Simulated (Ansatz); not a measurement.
Spectroscopic constants of CuH+, multiplicity 2 (lowest of 2S+1 = 2, 4 at CCSD(T)/def2-TZVPP on PBE0 minima; our sources give no spin for the ground state, which may be another). No spin–orbit coupling. Cu is treated without relativity.

Seven points along R, fitted to fifth degree in 1/R; most abundant isotopes. In def2 and cc sets the state is the lowest found near the PBE0 minimum, followed along R.

Programs: Ansatz (Gaussian orbitals). 

Energies at CAM-B3LYP/def2-TZVPP:

| R (Å) | E (hartree) |
|---|---|
| 1.389292 | -1640.83961170 |
| 1.426639 | -1640.84116549 |
| 1.460998 | -1640.84191402 |
| 1.499838 | -1640.84212241 |
| 1.538679 | -1640.84179131 |
| 1.583494 | -1640.84089888 |
| 1.635780 | -1640.83936809 |

### Question
With a reduced mass of 0.9919 u, find the minimum, the force constant and the constants.

### Answer
A fifth-degree polynomial in 1/R puts the minimum at r_e = 1.4939 Å with force constant 161 N/m. Then ω_e = (1/2πc)√(k/μ) = 1661 cm⁻¹ and B_e = h/(8π²cμr_e²) = 7.615 cm⁻¹; the cubic and quartic terms give α_e = 0.44 and ω_e x_e = 86 cm⁻¹.

Ansatz is a program for electronic structure.
